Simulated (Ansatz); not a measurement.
Frontier orbitals of B2FGeH3O, SMILES `FB1[BH][GeH2][O]1`.

Z-matrix (Å, degrees):
```
Ge
O 1 1.871
B 1 2.446 2 33.3
B 1 2.067 2 77.6 3 0.0
H 1 1.538 2 107.0 3 -121.1
H 1 1.538 2 107.0 3 121.1
F 3 1.326 1 171.0 2 -0.1
H 4 1.187 1 138.4 2 180.0
```

Charge 0, multiplicity 1. Correlated methods include outer-core shells of Ge, which these sets cover unevenly. Scalar relativity is left out up to krypton. All single points use the PBE0-D4/def2-TZVP geometry. Basis def2-TZVPP, the Gaussian-basis code of Ansatz.

Orbital energies of one run (eV). Highest occupied ones, from the top: -7.82, -8.74, -9.33, -10.93, -10.99, -12.33, -12.87, -13.03, -14.01, -15.47, -16.45, -27.89, -33.60, -34.08. Empty: -3.30, -0.33, 0.73, 1.25, 1.50, 2.08.

Which functional gave them?
A. r2SCAN
B. PBE0
C. r2SCANh
D. revPBE

B. HOMO energies: PBE0 -7.82, r2SCAN -6.87, revPBE -6.55, r2SCANh -7.32 eV.
